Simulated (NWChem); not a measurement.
System: MgH2; SMILES [MgH2]

NWChem input:

```
start job
memory heap 200 mb stack 900 mb global 1100 mb
geometry units angstroms noautosym nocenter noautoz
  Mg     0.000000     0.000000     0.000000
  H      0.000000     0.000000    -1.712508
  H      0.000000     0.000000     1.712508
end
basis spherical
  * library 6-31+g*
end
dft
  xc pbe0
  iterations 150
end
property
  response 1 0.0428
end
task dft property
```

Output (shortened):

```
             Northwest Computational Chemistry Package (NWChem) 7.3.0
             --------------------------------------------------------

                             Geometry "geometry" -> ""
                             -------------------------

 Output coordinates in angstroms (scale by  1.889725989 to convert to a.u.)

  No.       Tag          Charge          X              Y              Z
 ---- ---------------- ---------- -------------- -------------- --------------
    1 Mg                  12.0000     0.00000000     0.00000000     0.00000000
    2 H                    1.0000     0.00000000     0.00000000    -1.71250800
    3 H                    1.0000     0.00000000     0.00000000     1.71250800

 Effective nuclear repulsion energy (a.u.)       7.5706756409

                              NWChem Property Module
                              ----------------------

                                 NWChem DFT Module
                                 -----------------

 Summary of "ao basis" -> "ao basis" (spherical)
 ------------------------------------------------------------------------------
       Tag                 Description            Shells   Functions and Types
 ---------------- ------------------------------  ------  ---------------------
 Mg                         6-31+g*                 10       22   5s4p1d
 H                          6-31+g*                  2        2   2s

            General Information
            -------------------
          SCF calculation type: DFT
          Wavefunction type:  closed shell.
          No. of atoms     :     3
          No. of electrons :    14
           Alpha electrons :     7
            Beta electrons :     7
          Charge           :     0
          Spin multiplicity:     1
          Use of symmetry is: off; symmetry adaption is: off
          Maximum number of iterations: 150
          AO basis - number of functions:    26
                     number of shells:    14
          Convergence on energy requested:  1.00D-06
          Convergence on density requested:  1.00D-05
          Convergence on gradient requested:  5.00D-04

              XC Information
              --------------
                         PBE0 Method XC Functional
                     Hartree-Fock (Exact) Exchange  0.250
          PerdewBurkeErnzerhof Exchange Functional  0.750
            Perdew 1991 LDA Correlation Functional  1.000 local
           PerdewBurkeErnz. Correlation Functional  1.000 non-local

             Grid Information
             ----------------
          Grid used for XC integration:  medium
          Radial quadrature: Mura-Knowles
          Angular quadrature: Lebedev.
          Tag              B.-S. Rad. Rad. Pts. Rad. Cut. Ang. Pts.
          ---              ---------- --------- --------- ---------
          Mg                  1.50       88          13.0       590
          H                   0.35       45           9.0       434
          Grid pruning is: on
          Number of quadrature shells:   178
          Spatial weights used:  Erf1

      Superposition of Atomic Density Guess
      -------------------------------------

 Sum of atomic energies:        -200.59179591

      Non-variational initial energy
      ------------------------------

 Total energy =    -200.525678
 1-e energy   =    -295.407842
 2-e energy   =      87.311488
 HOMO         =      -0.296988
 LUMO         =       0.014796

   convergence    iter        energy       DeltaE   RMS-Dens  Diis-err
 ---------------- ----- ----------------- --------- --------- ---------
 d= 0,ls=0.0,diis     1   -201.0985162435 -2.09D+02  1.32D-02  2.41D-02
 d= 0,ls=0.0,diis     2   -201.1063606739 -7.84D-03  1.39D-03  1.76D-04
 d= 0,ls=0.0,diis     3   -201.1064775578 -1.17D-04  2.96D-04  1.94D-05
 d= 0,ls=0.0,diis     4   -201.1064822308 -4.67D-06  4.19D-05  6.97D-07
 d= 0,ls=0.0,diis     5   -201.1064824803 -2.49D-07  2.43D-06  2.59D-09

         Total DFT energy =     -201.106482480273
      One electron energy =     -295.608259743725
           Coulomb energy =      104.020512183316
    Exchange-Corr. energy =      -17.089410560791
 Nuclear repulsion energy =        7.570675640927

 Numeric. integr. density =       13.999998663594

                       DFT Final Molecular Orbital Analysis
                       ------------------------------------

 Vector    5  Occ=2.000000D+00  E=-1.871711D+00
              MO Center= -1.8D-12, -2.5D-12,  4.0D-11, r^2= 1.7D-01
   Bfn.  Coefficient  Atom+Function         Bfn.  Coefficient  Atom+Function
  ----- ------------  ---------------      ----- ------------  ---------------
     5      0.991979  1 Mg pz                 9      0.040560  1 Mg pz

 Vector    6  Occ=2.000000D+00  E=-3.141598D-01
              MO Center= -4.0D-10,  4.0D-11, -3.9D-09, r^2= 3.2D+00
   Bfn.  Coefficient  Atom+Function         Bfn.  Coefficient  Atom+Function
  ----- ------------  ---------------      ----- ------------  ---------------
     6      0.428745  1 Mg s                  2     -0.205351  1 Mg s
    24      0.202394  2 H  s                 26      0.202394  3 H  s
    23      0.191158  2 H  s                 25      0.191158  3 H  s
    10      0.177936  1 Mg s                 20      0.100219  1 Mg d  0
     1      0.040137  1 Mg s

 Vector    7  Occ=2.000000D+00  E=-2.652998D-01
              MO Center=  7.1D-11,  2.6D-11,  3.8D-09, r^2= 3.7D+00
   Bfn.  Coefficient  Atom+Function         Bfn.  Coefficient  Atom+Function
  ----- ------------  ---------------      ----- ------------  ---------------
     9      0.319615  1 Mg pz                24     -0.288295  2 H  s
    26      0.288295  3 H  s                 23     -0.232250  2 H  s
    25      0.232250  3 H  s                  5     -0.158589  1 Mg pz
    13      0.093271  1 Mg pz

 Vector    8  Occ=0.000000D+00  E=-2.520995D-02
              MO Center=  1.7D-09,  1.4D-09, -5.5D-11, r^2= 8.8D+00
   Bfn.  Coefficient  Atom+Function         Bfn.  Coefficient  Atom+Function
  ----- ------------  ---------------      ----- ------------  ---------------
    11      0.395853  1 Mg px                12      0.297370  1 Mg py
     7      0.295798  1 Mg px                15      0.246804  1 Mg px
     8      0.222208  1 Mg py                16      0.185403  1 Mg py
     3     -0.109035  1 Mg px                 4     -0.081909  1 Mg py

 Vector    9  Occ=0.000000D+00  E=-2.520995D-02
              MO Center= -4.2D-10,  1.8D-10, -2.9D-10, r^2= 8.8D+00
   Bfn.  Coefficient  Atom+Function         Bfn.  Coefficient  Atom+Function
  ----- ------------  ---------------      ----- ------------  ---------------
    12      0.395853  1 Mg py                11     -0.297370  1 Mg px
     8      0.295798  1 Mg py                16      0.246804  1 Mg py
     7     -0.222208  1 Mg px                15     -0.185403  1 Mg px
     4     -0.109035  1 Mg py                 3      0.081909  1 Mg px

 Vector   10  Occ=0.000000D+00  E= 3.086744D-03
              MO Center=  7.4D-09, -2.6D-09,  1.3D-08, r^2= 1.4D+01
   Bfn.  Coefficient  Atom+Function         Bfn.  Coefficient  Atom+Function
  ----- ------------  ---------------      ----- ------------  ---------------
    14      1.011550  1 Mg s                 24     -0.396920  2 H  s
    26     -0.396920  3 H  s                  6      0.174566  1 Mg s
    23     -0.120505  2 H  s                 25     -0.120505  3 H  s
    20     -0.095974  1 Mg d  0               2     -0.045428  1 Mg s

     Multipole analysis of the density
     ---------------------------------

     L   x y z        total         alpha         beta         nuclear
     -   - - -        -----         -----         ----         -------
     0   0 0 0     -0.000000     -7.000000     -7.000000     14.000000

     1   1 0 0      0.000000      0.000000      0.000000      0.000000
     1   0 1 0     -0.000000     -0.000000     -0.000000      0.000000
     1   0 0 1      0.000000      0.000000      0.000000      0.000000

     2   2 0 0     -7.999012     -3.999506     -3.999506      0.000000
     2   1 1 0     -0.000000     -0.000000     -0.000000      0.000000
     2   1 0 1      0.000000      0.000000      0.000000      0.000000
     2   0 2 0     -7.999012     -3.999506     -3.999506      0.000000
     2   0 1 1     -0.000000     -0.000000     -0.000000      0.000000
     2   0 0 2    -16.555112    -18.750358    -18.750358     20.945604

 *** CALLING NEW AORESP DRIVER FOR CLOSED AND OPEN SHELLS ***
 Entering AOResponse driver routine

--------------------------------------------------------------------------------

          -----------------------------------------------
          Solving response equations for perturbing field
          -----------------------------------------------

 number of frequencies:     1
 frequency in a.u.:  0.4280000E-01
 Perturbing field: electric
 Using El. Dipole Length Gauge

 Setting up CPKS with frequency omega =      0.04280000 a.u.

                            NWChem Dynamic CPHF Module
                            --------------------------

    scftype = RHF
    nclosed =    7
      nopen =    0
  variables =      266
  num. vecs =        3
  tolerance =   1.0D-04
  max. iter =   50

 SCF residual:    6.2495641382046097E-006

Iterative solution of linear equations
  No. of variables      266
  No. of equations        3
  Maximum subspace       30
       Convergence  1.0D-04

   iter   nsub   residual    time
   ----  ------  --------  ---------
     1      3    2.08D+00       1.2
     2      6    4.53D-01       1.7
     3      9    1.13D-02       2.2
     4     12    1.59D-03       2.7
     5     15    1.23D-04       3.2
     6     18    5.93D-06       3.6

 Electric Dipole Response Matrix (nonzero elements):

              1        2        3
    1   26.9558   0.0000   0.0000
    2    0.0000  26.9558  -0.0000
    3    0.0000  -0.0000  34.3430

 ------------------------------------------
 average:        29.41819 + I       0.00000

 DFT Linear Response polarizability / au
 Frequency  =       0.0428000 / au
 Wavelength =    1064.5643224 / nm
              X              Y              Z
 -----------------------------------------------
 X      26.9557575      0.0000000      0.0000000
 Y       0.0000000     26.9557575     -0.0000000
 Z       0.0000000     -0.0000000     34.3430464
 -----------------------------------------------
 Eigenvalues =      26.9557575     26.9557575     34.3430464
 Isotropic   =      29.4181871
 Anisotropic =       7.3872890
 -----------------------------------------------

 Magnetic Dipole Response Matrix (nonzero elements):

 Exiting AOResponse driver routine
```

Level: PBE0/6-31+G* (spherical d). All runs use the structure optimised with B3LYP/6-31G* (spherical d).
